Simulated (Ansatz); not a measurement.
Compare A (`CB[SiH](C)N`) with its isomer B (`BN(C)[SiH2]C`).

Gas-phase electronic energies from Ansatz, PBE0-D4/def2-TZVP geometries. CBS: MP2 limit from def2 TZ/QZ plus the TZ coupled-cluster correction, frozen cores. Functionals use def2-TZVPP. Each species was taken in one conformer, which may not be the lowest.

Which isomer does CCSD(T)/CBS put lower? Give the gap. (Estimate.)

The calculation gave: B, by 86.8 kJ/mol.

Give E(B) − E(A) in kJ/mol with ωB97M-V, r2SCAN-D4, PBE-D4, MP2/def2-TZVPP, HF/def2-TZVPP, CCSD(T)/def2-TZVPP, BLYP-D4. (An estimate is asked.)

Computed: ωB97M-V -88.4, r2SCAN-D4 -80.5, PBE-D4 -78.9, MP2/def2-TZVPP -95.4, HF/def2-TZVPP -89.3, CCSD(T)/def2-TZVPP -91.3, BLYP-D4 -90.3. None reverses the order clearly.

Does the order hold for the free energy at 298.15 K (harmonic terms from PBE0-D4)? (Best estimate.)

Ansatz gave: Yes: G(B) − G(A) = -80.5 kJ/mol, for one conformer each. Modes under 60 cm⁻¹, often nearly free rotors, make the harmonic entropy too high.

Largest T1 diagnostic: 0.012.

From BLYP to BHLYP (50 % exact exchange), in def2-TZVPP and without D4, E(B) − E(A) moves by −4.0 kJ/mol. At CCSD(T), def2-SVP lies −29.3 kJ/mol from the extrapolated value and def2-TZVPP −4.6 kJ/mol.
